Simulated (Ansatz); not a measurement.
Basis-set series for AlH4NOSi. Total charge 0; spin multiplicity 1. All single points use the PBE0-D4/def2-TZVP geometry.

| atom | x (Å) | y (Å) | z (Å) |
| --- | --- | --- | --- |
| N1 | 0.759 | -0.541 | -0.413 |
| Al2 | -0.918 | -1.104 | -0.181 |
| O3 | -1.286 | 0.443 | 0.517 |
| Si4 | 0.275 | 0.970 | 0.301 |
| H5 | 1.648 | -0.841 | -0.768 |
| H6 | -1.788 | -2.381 | -0.441 |
| H7 | 0.362 | 2.150 | -0.601 |
| H8 | 0.948 | 1.304 | 1.585 |

| functional | basis | functions | energy (Eh) | HOMO (eV) | LUMO (eV) |
| --- | --- | --- | --- | --- | --- |
| PBE0-D4 | def2-SVP | 84 | -663.77033 | -7.40 | -0.36 |
| PBE0-D4 | def2-TZVPP | 202 | -664.13078 | -7.55 | -0.54 |
| ωB97M-V | def2-SVP | 84 | -664.06956 | -9.69 | 1.30 |
| ωB97M-V | def2-TZVPP | 202 | -664.43390 | -9.87 | 0.99 |

(1) Give the rows for def2-QZVPP. (Best estimate.)

Results:

(1) Computed: 
| functional | basis | functions | energy (Eh) | HOMO (eV) | LUMO (eV) |
| --- | --- | --- | --- | --- | --- |
| PBE0-D4 | def2-QZVPP | 374 | -664.15711 | -7.58 | -0.66 |
| ωB97M-V | def2-QZVPP | 374 | -664.45844 | -9.91 | 0.61 |

Positive LUMOs are unbound and depend on the basis.
